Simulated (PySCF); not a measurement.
Ligand exchange on a metal centre used in film growth or etching (Y Cl-OH). Gas-phase values, no solvent. One relaxed conformer stands for each flexible species; it need not be the lowest.

All values below come from B3LYP-D3(BJ)/def2-TZVP // r2SCAN-D4/def2-SVP in PySCF. All candidates: neutral, multiplicity 1. B3LYP has the VWN-RPA correlation part, as in Gaussian. 

```
Quantity          Value
-------------  --------
HOMO–LUMO gap   5.73 eV
HOMO           -7.95 eV
LUMO           -2.22 eV
```

Name which member has these values.
A) [Y(Cl)(OH)2]
B) [Y(Cl)3]
C) [Y(Cl)2(OH)]

A, [Y(Cl)(OH)2]. The others give [Y(Cl)2(OH)]: 5.65 eV, -8.41 eV, -2.75 eV; [Y(Cl)3]: 5.55 eV, -8.83 eV, -3.28 eV
